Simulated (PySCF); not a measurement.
**How methods differ on the excitation energy of F⁺**

F⁺ [He] 2s2 2p4 (3P) → F⁺ [He] 2s1 2p5 (3P), as a difference of total energies. Calculation: PySCF 2.14, in def2-TZVPPD (6s4p3d1f, 40 functions); no relativity, point nucleus. Correlated levels: valence: 1s2 frozen; valence and next inner shell: nothing frozen. The calculations carry no spin-orbit coupling.

```tsv
method	excitation energy (eV)
UHF	21.709
LDA	18.411
PBE	18.672
PBE0	19.469
r2SCAN	19.509
wB97M-V	19.691
B3LYP	19.214
BHandHLYP	20.189
r2SCANh	19.706
MP2 (valence)	20.750
SCS-MP2 (valence)	20.663
MP2 (valence and next inner shell)	20.714
SCS-MP2 (valence and next inner shell)	20.641
```

**Question.** How much does correlation contribute at MP2 (valence and next inner shell)?

**Answer.** 20.714 − (21.709) = -0.995 eV, measured against UHF.

Errors of the correlated levels include the incompleteness of this basis and the frozen core.

For comparison: 20.431 eV (measured; NIST levels, between the centres of gravity of the two terms).
